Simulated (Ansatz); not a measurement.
# Predicting a hybrid from its neighbours: SiHF3

SiHF3: 5 atoms, total charge 0, spin state singlet. As SMILES, `F[SiH](F)F`. The coordinates come from a PBE0-D4/def2-TZVP relaxation.

The vertical ionisation energy (to the doublet cation) y, in eV, basis def2-SVPD; a is the functional's share of exact exchange. Programs: Ansatz 0.2.0.

```
functional  program     a  y (eV)
    revPBE   Ansatz     0   13.52
    r2SCAN   Ansatz     0   13.83
     B3LYP   Ansatz   0.2   14.17
      PBE0   Ansatz  0.25   14.17
   r2SCAN0   Ansatz  0.25       ?
     BHLYP   Ansatz   0.5   14.63
```

**Question.** Fit y = c + s·a to the known rows and predict r2SCAN0.

**Answer.** 
1. Means of the 5 rows: a = 0.1900, y = 14.064.
2. Σ(Δa)² = 0.172, Σ(Δa·Δy) = 0.3307, so the slope is 0.3307/0.172 = 1.9227.
3. Intercept: 14.064 − (1.9227) × 0.1900 = 13.699. The largest residual of the fit is 0.18.
4. r2SCAN0: 13.699 + (1.9227) × 0.25 = 14.18 eV.

The run gave 14.29 eV, so the prediction is off by -0.11 eV, within the scatter of the fit. The rows mix families of semi-local functionals, which the line can't see.
